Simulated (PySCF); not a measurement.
Atomic charges against the basis set

CH7BNP.
SMILES with atom numbers: `[CH3:1][NH:2][BH:3][PH2:4]` (hydrogens: H5, H6, H7 on C1; H8 on N2; H9 on B3; H10, H11 on P4)

PBE0 throughout (PySCF), one geometry, spherical d and f functions. The structure is a single PBE0-D3(BJ)/def2-SVP conformer in the gas phase; no vibrational or solvent corrections. Atoms taken as equivalent share a column and are averaged. The first 7 of 8 kinds of atom are listed.

Mulliken charges (e):

```json
{"basis": "STO-3G", "functions": "31", "C1": "-0.147", "N2": "-0.363", "B3": "+0.072", "P4": "+0.190", "H5/H6/H7": "+0.092", "H8": "+0.204", "H9": "-0.065"}
{"basis": "6-31G", "functions": "54", "C1": "-0.321", "N2": "-0.665", "B3": "+0.164", "P4": "-0.060", "H5/H6/H7": "+0.182", "H8": "+0.333", "H9": "-0.011"}
{"basis": "pcSseg-0", "functions": "54", "C1": "-0.408", "N2": "-0.789", "B3": "+0.227", "P4": "-0.297", "H5/H6/H7": "+0.237", "H8": "+0.334", "H9": "+0.060"}
{"basis": "6-31G*", "functions": "74", "C1": "-0.379", "N2": "-0.532", "B3": "+0.106", "P4": "-0.171", "H5/H6/H7": "+0.187", "H8": "+0.344", "H9": "-0.001"}
{"basis": "cc-pVDZ", "functions": "95", "C1": "0.000", "N2": "-0.057", "B3": "-0.105", "P4": "-0.103", "H5/H6/H7": "+0.054", "H8": "+0.097", "H9": "-0.025"}
{"basis": "def2-SVP", "functions": "95", "C1": "+0.034", "N2": "-0.159", "B3": "-0.094", "P4": "-0.051", "H5/H6/H7": "+0.052", "H8": "+0.140", "H9": "-0.015"}
{"basis": "6-311+G(2d,p)", "functions": "158", "C1": "-0.427", "N2": "-0.243", "B3": "+0.087", "P4": "-0.174", "H5/H6/H7": "+0.146", "H8": "+0.223", "H9": "-0.014"}
{"basis": "aug-cc-pVDZ", "functions": "159", "C1": "+0.752", "N2": "+0.012", "B3": "-0.264", "P4": "-0.952", "H5/H6/H7": "-0.192", "H8": "-0.084", "H9": "+0.401"}
{"basis": "def2-TZVP", "functions": "172", "C1": "-0.264", "N2": "-0.247", "B3": "+0.015", "P4": "-0.248", "H5/H6/H7": "+0.133", "H8": "+0.216", "H9": "+0.005"}
{"basis": "IGLO-III", "functions": "219", "C1": "-0.299", "N2": "-0.308", "B3": "+0.177", "P4": "+0.120", "H5/H6/H7": "+0.123", "H8": "+0.194", "H9": "-0.084"}
{"basis": "cc-pVTZ", "functions": "222", "C1": "-0.192", "N2": "-0.089", "B3": "-0.075", "P4": "-0.128", "H5/H6/H7": "+0.100", "H8": "+0.147", "H9": "-0.004"}
```

IAO charges (e):

| basis | functions | C1 | N2 | B3 | P4 | H5/H6/H7 | H8 | H9 |
| --- | --- | --- | --- | --- | --- | --- | --- | --- |
| STO-3G | 31 | -0.308 | -0.309 | -0.077 | +0.170 | +0.140 | +0.217 | -0.008 |
| 6-31G | 54 | -0.323 | -0.346 | -0.073 | -0.010 | +0.153 | +0.265 | +0.010 |
| pcSseg-0 | 54 | -0.306 | -0.328 | -0.088 | -0.027 | +0.149 | +0.258 | +0.010 |
| 6-31G* | 74 | -0.295 | -0.352 | -0.064 | +0.043 | +0.145 | +0.260 | +0.002 |
| cc-pVDZ | 95 | -0.293 | -0.342 | -0.083 | +0.037 | +0.144 | +0.262 | +0.005 |
| def2-SVP | 95 | -0.284 | -0.336 | -0.083 | +0.048 | +0.140 | +0.259 | +0.001 |
| 6-311+G(2d,p) | 158 | -0.305 | -0.361 | -0.079 | +0.047 | +0.149 | +0.269 | +0.005 |
| aug-cc-pVDZ | 159 | -0.303 | -0.357 | -0.077 | +0.028 | +0.148 | +0.269 | +0.006 |
| def2-TZVP | 172 | -0.303 | -0.360 | -0.078 | +0.049 | +0.148 | +0.269 | +0.005 |
| IGLO-III | 219 | -0.306 | -0.362 | -0.080 | +0.051 | +0.149 | +0.270 | +0.005 |
| cc-pVTZ | 222 | -0.305 | -0.359 | -0.077 | +0.039 | +0.148 | +0.269 | +0.005 |

Some averages cover members that differ in this geometry, most widely: H5/H6/H7, Mulliken in aug-cc-pVDZ -0.265 to -0.155 e.

Which scheme is steadiest as the basis changes?

Largest range over the bases for any column: IAO 0.20 e, Mulliken 1.18 e. IAO charges move least and Mulliken charges most, counted in e. Without the minimal STO-3G basis the ranges are IAO 0.08, Mulliken 1.18 e.

How much do the charges still move between the two largest bases, IGLO-III and cc-pVTZ?

At most, over all atoms: Mulliken 0.252 e, IAO 0.012 e.

What do the same runs give for the total energy, the frontier levels and the dipole moment?

```tsv
basis	energy (Eh)	HOMO (eV)	LUMO (eV)	μ (D)
STO-3G	-457.6789	-3.88	4.09	2.32
6-31G	-462.9355	-6.68	0.48	3.16
pcSseg-0	-462.3383	-6.80	0.28	3.41
6-31G*	-462.9935	-6.76	0.44	2.86
cc-pVDZ	-463.0266	-6.78	0.28	2.73
def2-SVP	-462.8275	-6.80	0.24	2.78
6-311+G(2d,p)	-463.0660	-6.94	-0.15	2.59
aug-cc-pVDZ	-463.0362	-6.92	-0.25	2.58
def2-TZVP	-463.0755	-6.92	-0.01	2.58
IGLO-III	-463.0797	-6.90	-0.04	2.49
cc-pVTZ	-463.0775	-6.91	0.05	2.60
```

The dipole is fixed by the density alone, so its range of 1.09 D shows that the density itself changes with the basis, not only its division among atoms.
